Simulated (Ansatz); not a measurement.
`[SiH3][SiH2][SeH]`, relaxed with RKS PBE-D4/def2-SVP in the Gaussian-basis code of Ansatz from a rough embedded geometry. The force threshold is 0.03 eV/Å; the program also tests the step.

Total charge 0; spin multiplicity 1.

Start:

```xyz
9

Si   -0.271    0.858   -0.906
Si   -0.477   -0.573    0.705
Se    1.362   -1.877    0.755
H    -1.450    1.695   -1.002
H    -0.148    0.188   -2.233
H     0.942    1.723   -0.737
H    -0.603    0.110    1.983
H    -1.669   -1.442    0.456
H     2.314   -0.683    0.980
```

By how much does the energy fall, and how many steps does the optimiser take? (Estimate.)

Ansatz gave: 35.59 kJ/mol, in 3 steps.

Which bonds change most? (Estimate.)

Computed: Si1–Si2 from 2.165 to 2.350 Å; Si1–H4 from 1.449 to 1.507 Å; Si2–Se3 from 2.255 to 2.312 Å; Se3–H9 from 1.543 to 1.487 Å.

Give the relaxed structure. (An estimate is asked.)

Ansatz gave: 
```xyz
9

Si   -0.288    0.945   -1.005
Si   -0.463   -0.598    0.759
Se    1.415   -1.946    0.816
H    -1.489    1.854   -1.068
H    -0.160    0.205   -2.308
H     0.945    1.784   -0.795
H    -0.688    0.100    2.076
H    -1.597   -1.559    0.528
H     2.326   -0.785    0.996
```
